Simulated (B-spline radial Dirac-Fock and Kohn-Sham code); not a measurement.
## Compton profile of Ce

System: the Ce atom in the configuration [Xe] 4f1 5d1 6s2.

The run's input, task.json:

```json
{"items": [{
  "Z": 58,
  "q": 0,
  "cfg": [[1, 0, 2], [2, 0, 2], [2, 1, 6], [3, 0, 2], [3, 1, 6], [3, 2, 10], [4, 0, 2], [4, 1, 6], [4, 2, 10], [4, 3, 1], [5, 0, 2], [5, 1, 6], [5, 2, 1], [6, 0, 2]],
  "A": 140,
  "rrms": 4.8771,
  "do": ["scatter"],
  "s": [0.0, 0.05, 0.1, 0.15, 0.2, 0.25, 0.3, 0.35, 0.4, 0.45, 0.5, 0.6, 0.7, 0.8, 0.9, 1.0, 1.1, 1.2, 1.4, 1.6, 1.8, 2.0, 2.5, 3.0, 3.5, 4.0, 5.0, 6.0],
  "pz": [0, 0.1, 0.2, 0.3, 0.4, 0.5, 0.6, 0.8, 1.0, 1.2, 1.4, 1.6, 1.8, 2.0, 2.5, 3.0, 4.0, 5.0, 7.0, 10.0, 15.0, 20.0, 30.0, 40.0, 60.0, 100.0],
  "hv_scatter": [1000, 2000, 5000, 8047.8, 10000, 17479.3, 20000, 30000, 50000, 100000, 200000, 500000, 1000000]
}]}
```

Launch: `python xray_run.py task.json out`

The computed values come from an atomic code on a B-spline grid: the impulse approximation on configuration-average Dirac-Fock orbitals. pz is in atomic units of momentum; subshell profiles are per electron, for a selection of subshells; open shells are spread over both j values by their weights.

```csv
pz,J total,J 3s1/2,J 3d3/2,J 4d5/2,J 6s1/2,tabulated J
0.2,10.45,0.111,0.0452,0.129,1.04,10.4
0.3,9.181,0.111,0.0452,0.129,0.470,9.17
0.4,8.405,0.110,0.0452,0.129,0.183,8.40
0.5,7.943,0.110,0.0452,0.129,0.0885,7.94
0.6,7.571,0.109,0.0452,0.129,0.0723,7.57
0.8,6.762,0.107,0.0452,0.129,0.0668,6.76
1,5.908,0.105,0.0452,0.128,0.0444,5.91
1.2,5.170,0.102,0.0452,0.128,0.0230,5.17
1.4,4.611,0.0990,0.0452,0.126,0.0107,4.61
1.6,4.211,0.0956,0.0452,0.124,0.00552,4.21
1.8,3.920,0.0919,0.0452,0.121,0.00398,3.92
2,3.692,0.0879,0.0452,0.117,0.00376,3.69
2.5,3.206,0.0771,0.0451,0.102,0.00337,3.20
3,2.728,0.0658,0.0450,0.0836,0.00212,2.73
4,1.906,0.0446,0.0443,0.0458,0.000512,1.91
5,1.400,0.0279,0.0428,0.0206,0.000310,1.40
7,0.9299,0.0112,0.0366,0.00437,0.000202,0.930
10,0.5654,0.00798,0.0234,0.00318,3.32e-05,0.570
15,0.2596,0.00516,0.00789,0.00156,2.12e-05,0.260
20,0.1352,0.00158,0.00235,0.000486,7.17e-06,0.140
30,0.04727,0.000250,0.000236,4.72e-05,< 1e-6,0.0470
40,0.02085,0.000229,3.26e-05,6.12e-06,< 1e-6,0.0210
60,0.005904,9.71e-05,1.42e-06,< 1e-6,< 1e-6,0.00590
100,0.0009007,1.37e-05,< 1e-6,< 1e-6,< 1e-6,0.000900
```

Question: What is the peak value J(0), and which subshell contributes most to it?

Answer: J(0) = 12.55. The 6s1/2 subshell gives the largest part, 33 %.

Mean momentum ⟨p⟩ by subshell (a.u.): 1s1/2 55.1, 2s1/2 19.6, 2p1/2 26.1, 2p3/2 24.3, 3s1/2 9.69, 3p1/2 11.6, 3p3/2 11.1, 3d3/2 13.2, 3d5/2 13.0, 4s1/2 4.81, 4p1/2 5.35, 4p3/2 5.15, 4d3/2 5.45, 4d5/2 5.38, 4f5/2 4.56, 4f7/2 4.53, 5s1/2 1.92, 5p1/2 1.98, 5p3/2 1.88, 5d3/2 1.39, 5d5/2 1.36, 6s1/2 0.511.

Tabulated profile: Biggs, Mendelsohn and Mann, At. Data Nucl. Data Tables 16, 201 (1975), a Hartree-Fock calculation.
